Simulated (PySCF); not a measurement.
Species: C₄H₈BNS.
Numbering: `[CH3:1][C:2]#[C:3][B:4]([NH2:5])[S:6][CH3:7]` (hydrogens: H8, H9, H10 on C1; H11, H12 on N5; H13, H14, H15 on C7)

Structure used (PBE0-D3(BJ)/def2-SVP), in Å, numbered top down from 1:
```
atom  x, y, z in Å
C1     2.5367    1.3459    0.6681
C2     1.4793    0.3900    0.3922
C3     0.5929   -0.4129    0.1537
B4    -0.5560   -1.3799   -0.1421
N5    -0.3411   -2.7640   -0.2006
S6    -2.2452   -0.7559   -0.4295
C7    -2.0664    1.0382   -0.2422
H8     2.1293    2.2903    1.0619
H9     3.2512    0.9506    1.4070
H10    3.1004    1.5810   -0.2487
H11   -1.0724   -3.4361   -0.3881
H12    0.5727   -3.1682   -0.0530
H13   -3.0606    1.4750   -0.4052
H14   -1.7183    1.2969    0.7664
H15   -1.3651    1.4448   -0.9825
```

Level of theory: PySCF 2.14.0, density-fitted response routines, TDDFT wB97X-D/def2-SVPD, vertical, gas phase, core orbitals frozen in the response.

Ground-to-excited transition dipoles (e·a0, same axes as the geometry; the sign carries no meaning), for the states with f of 0.002 or more among the lowest 9:

| state | E (eV) | μx | μy | μz |
| --- | --- | --- | --- | --- |
| S2 | 5.590 | -0.928 | 0.309 | -0.144 |
| S4 | 6.010 | 0.158 | 0.649 | 0.040 |
| S5 | 6.384 | 0.059 | 0.011 | -0.214 |
| S6 | 6.539 | -0.002 | -0.033 | 0.110 |
| S7 | 6.987 | -0.059 | -0.034 | 0.296 |
| S8 | 7.185 | -0.155 | 0.267 | 0.002 |
| S9 | 7.187 | -0.132 | 0.268 | -0.015 |

(1) Work out the oscillator strengths.

(2) Which bond between heavy atoms lies closest to the direction of the S2 transition dipole?

(3) What angle do the transition dipoles of S4 and S8 make?

(4) How is the summed strength of these states shared among x, y and z?

(5) What peak molar absorption coefficient would the strongest computed level give as a lone Gaussian band 0.4 eV wide at half height?

Answers

(1) f = (2/3) ΔE |μ|² with ΔE in hartree (27.2114 eV).

```
state  |μ|² (au)  |μ| (D)      f
   S2      0.978     2.51  0.134
   S4      0.448     1.70  0.066
   S5      0.049     0.57  0.008
   S6      0.013     0.29  0.002
   S7      0.093     0.77  0.016
   S8      0.095     0.78  0.017
   S9      0.090     0.76  0.016
```

(2) B4–S6, at 2° from it; next C3–B4 at 58°.

(3) |cos θ| = |μa·μb| / (|μa| |μb|) = 0.72, so θ ≈ 44° (taken between 0 and 90°, since the signs are arbitrary).

(4) (2/3) Σ ΔE μα² gives 0.130 for x, 0.101 for y and 0.027 for z, 0.258 in all.

(5) ε(max) = 2.175×10⁸ f / FWHM, with the width in cm⁻¹. S2: 2.175×10⁸ × 0.1340 / 3226 ≈ 9000 L mol⁻¹ cm⁻¹.

The vertical ionisation energy (ΔSCF) is 8.63 eV, 1.44 eV above S9.

Hardware: one thread, Arm Neoverse N1, no GPU (shared host). Cost: 4.6 min wall.

One conformer stands for the species.
